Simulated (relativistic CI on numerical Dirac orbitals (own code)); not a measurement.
**Re¹⁰⁺: q coefficients and field-shift factors**

Computed by Dirac-Coulomb-Breit CI, orbitals from a KLI potential per configuration, derivatives by finite differences, unscaled Slater integrals, QED left out (own radial code, finite nucleus).

Configurations in the expansion (outside the closed core [Kr] 4d10): 4f¹⁴5s²5p³, 4f¹³5s²5p⁴, 4f¹⁴5s5p⁴, 4f¹⁴5s²5p²5d, 4f¹⁴5p⁵, 4f¹³5p⁶, 4f¹⁴5s²5p5d², 4f¹⁴5s²5d³. Double excitations out of closed p, d and f shells are left out; levels of such configurations are missing from the list, as are those of other unlisted configurations, and high levels can miss mixing partners.

With x = (α/α₀)² − 1 an excitation energy changes as ω = ω₀ + qx; K = 2q/ω₀ is the relative enhancement. Terms are leading LS components, so labels can repeat. The field-shift factor is F = δν/δ⟨r²⟩ for the transition from the lowest level.

Lowest level 4f¹⁴5s²5p³ ²P°3/2.

```csv
Level,ω₀ (cm⁻¹),q (cm⁻¹),F (GHz/fm²)
4f¹⁴5s²5p³ ⁴S°3/2,89191.8,84210,-9.38
4f¹⁴5s²5p³ ²D°5/2,97043.5,4734,7.11
4f¹³5s²5p⁴ ⁴G°11/2,99285.9,-102700,29
4f¹³5s²5p⁴ ²G°9/2,100613.3,-105000,29.4
4f¹³5s²5p⁴ ²F°7/2,103501.2,-102500,28.8
4f¹³5s²5p⁴ ²D°3/2,105885.3,-56220,19.7
4f¹³5s²5p⁴ ⁴D°5/2,117956.2,-63640,24.3
4f¹³5s²5p⁴ ⁴D°1/2,118064.2,-20120,14.4
4f¹³5s²5p⁴ ⁴D°3/2,121807.7,-83110,29.7
4f¹⁴5s²5p³ ²D°5/2,122831.0,1467,9.1
4f¹³5s²5p⁴ ²G°9/2,125113.0,-84360,30
4f¹³5s²5p⁴ ²F°7/2,127174.5,-89830,29.5
4f¹⁴5s²5p³ ²P°1/2,130072.8,71480,-7.64
4f¹³5s²5p⁴ ²F°7/2,133900.8,-95170,26.4
4f¹³5s²5p⁴ ²F°5/2,154932.6,-79340,26.5
4f¹³5s²5p⁴ ⁴D°7/2,206377.0,35940,7.52
4f¹³5s²5p⁴ ⁴G°9/2,209794.0,34990,7.7
4f¹³5s²5p⁴ ²D°5/2,214899.2,34160,8.06
4f¹⁴5s²5p³ ²P°3/2,215722.4,218200,-32.6
4f¹³5s²5p⁴ ²F°7/2,220435.6,38920,7.75
4f¹³5s²5p⁴ ²G°9/2,222393.7,36370,7.71
4f¹³5s²5p⁴ ⁴G°5/2,223673.4,52340,8.45
4f¹³5s²5p⁴ ⁴G°7/2,228599.2,49940,8.56
```

At this charge transitions that keep the count of f electrons are usually good to a few per cent. Levels and lines within the n = 5 or 6 shells can be off by up to 10 % or somewhat more, and those that change n by about 2 %, since core polarisation is missing. Levels that differ in their count of f electrons can be misplaced by several ten thousand cm⁻¹, since the correlation energy of f electrons is missing or only estimated; rates across such gaps can be off by orders of magnitude.

(1) Which transition from the lowest level has the largest |K|?

Answers

(1) 4f¹³5s²5p⁴ ²G°9/2 at 100613.3 cm⁻¹, K = -2.09.
